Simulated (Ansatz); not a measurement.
C4H7Cl3Si2, SMILES `C=C[SiH](Cl)/C=C\[SiH](Cl)Cl`, relaxed with RKS PBE-D4/def2-SVP in Ansatz 0.2.0 from a rough embedded geometry. The force threshold is 0.03 eV/Å; the program also tests the step.

The species carries charge 0 and has multiplicity 1.

Start:

```xyz
16

C     1.107   -2.112   -0.171
C     1.399   -1.118    0.759
Si    1.583    0.664    0.447
Cl    0.982    1.604    2.143
C     0.324    1.329   -0.761
C    -0.990    1.190   -0.866
Si   -2.201    0.242    0.139
Cl   -2.657   -1.363   -1.005
Cl   -3.832    1.401    0.180
H     1.093   -3.126    0.169
H     1.043   -1.906   -1.208
H     1.521   -1.368    1.778
H     2.989    1.078    0.113
H     0.857    1.954   -1.520
H    -1.507    1.666   -1.690
H    -1.713   -0.133    1.495
```

Task: How much energy does the relaxation release, and in how many steps? (Estimate.)

Result: The calculation gave: 65.14 kJ/mol, in 9 steps.

Task: Which bonds change most? (Estimate.)

Result: Ansatz gave: Si7–Cl9 from 2.001 to 2.078 Å; Si3–Cl4 from 2.029 to 2.099 Å; Si7–Cl8 from 2.023 to 2.084 Å; C2–Si3 from 1.819 to 1.872 Å.

Task: Give the relaxed structure. (Estimate.)

Result: Computed: 
```xyz
16

C     0.920   -1.946   -0.162
C     1.415   -1.111    0.776
Si    1.494    0.748    0.573
Cl    0.793    1.631    2.343
C     0.441    1.321   -0.882
C    -0.884    1.083   -1.056
Si   -2.039    0.178    0.107
Cl   -2.660   -1.564   -0.855
Cl   -3.695    1.402    0.385
H     0.895   -3.039   -0.015
H     0.508   -1.580   -1.117
H     1.807   -1.541    1.717
H     2.901    1.235    0.385
H     0.965    1.897   -1.670
H    -1.377    1.471   -1.969
H    -1.483   -0.187    1.439
```
